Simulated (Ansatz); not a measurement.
Geometry optimisation, RKS B3LYP-D4/def2-SVPD in Ansatz 0.2.0.

Input file:

```yaml
crystal:
  periodic: [false, false, false]
  atoms:
    - { symbol: W, position_ang: [0.078678, -0.249662, 0.078678] }
    - { symbol: H, position_ang: [0.411936, 0.067964, 1.726246] }
    - { symbol: H, position_ang: [1.726246, 0.067964, 0.411936] }
    - { symbol: H, position_ang: [-0.812428, 0.869425, -0.812428] }
    - { symbol: H, position_ang: [-1.129481, 0.564422, 0.931385] }
    - { symbol: F, position_ang: [-0.306636, -2.014535, -0.306636] }
    - { symbol: H, position_ang: [0.931385, 0.564422, -1.129481] }
basis:
  gaussian: { orbitals: def2-SVPD }
hamiltonian:
  xc: b3lyp
  dispersion: d4
relax:
  f_tol: 0.03
  max_steps: 50
output:
  orbitals: {}
```

Command:

```bash
$ ansatz run input.yaml --threads 2 --pin off --max-ram 3072MiB --backend cpu --events-out ev --progress --plain --runs-dir out
```

**Question.** Where does it end, and by what steps?

**Answer.** It converged. After 3 steps the energy has fallen by 0.008 eV; H2 moved furthest, 0.03 Å.

```csv
step,energy less start (eV),largest force component (eV/Å),accepted
0,0.0000,0.363,yes
1,0.0015,0.242,no
2,-0.0083,0.042,yes
3,-0.0084,0.002,yes
```

```xyz
7
Properties=species:S:1:pos:R:3
W 0.080 -0.246 0.080
H 0.426 0.064 1.703
H 1.703 0.064 0.426
H -0.815 0.873 -0.815
H -1.129 0.564 0.936
F -0.301 -2.013 -0.301
H 0.936 0.564 -1.129
```

Whether the end is a true minimum wasn't checked by a vibrational analysis.

Run time: 4.8 s on 2 threads of AMD EPYC 9R45 96-Core Processor (Zen 5), on a shared host, peak memory 0.18 GiB.
